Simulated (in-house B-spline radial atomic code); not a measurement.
Successive ionisation energies of thulium; each step leads to the configuration of the next row (after the last: [Ar] 3d2). Dirac energy differences include first-order Breit, QED and recoil terms. NIST's values go from ground level to ground level; the uncertainty of those that are theory runs from under 0.1 % in few-electron ions to several per cent in heavy many-electron ones. Computed with an all-electron radial atomic-structure program (B-spline basis): Dirac-Hartree-Fock, average of the configuration, finite nuclei.

```
  ion  configuration  ionisation energy (eV)  tabulated value (eV)  computed minus tabulated (eV)  highest orbital  largest mean radius (bohr)
Tm42+       [Ar] 3d9                  3434.3                  3409                             25            3d5/2                     0.21665
Tm43+       [Ar] 3d8                  3552.9                  3528                             25            3d5/2                     0.21528
Tm44+       [Ar] 3d7                  3673.1                  3653                             20            3d5/2                     0.21393
Tm45+       [Ar] 3d6                       ?                     ?                              ?                ?                           ?
Tm46+       [Ar] 3d5                  3918.2                  3895                             23            3d5/2                     0.21126
Tm47+       [Ar] 3d4                       ?                     ?                              ?                ?                           ?
Tm48+       [Ar] 3d3                  4169.5                  4199                            -30            3d5/2                     0.20864
```

Fill in the row of Tm45+.

ionisation energy (eV): 3794.9; tabulated value (eV): 3775; computed minus tabulated (eV): 20; highest orbital: 3d5/2; largest mean radius (bohr): 0.21259.

Fill in the row of Tm47+.

ionisation energy (eV): 4043.0; tabulated value (eV): 4075; computed minus tabulated (eV): -32; highest orbital: 3d5/2; largest mean radius (bohr): 0.20995.

Where a p, d or f electron is removed, the computed value is a mean over both j, so it misses the tabulated one by a part of the spin-orbit splitting; averaging over terms and missing correlation add to the gap, relatively most at low charge.
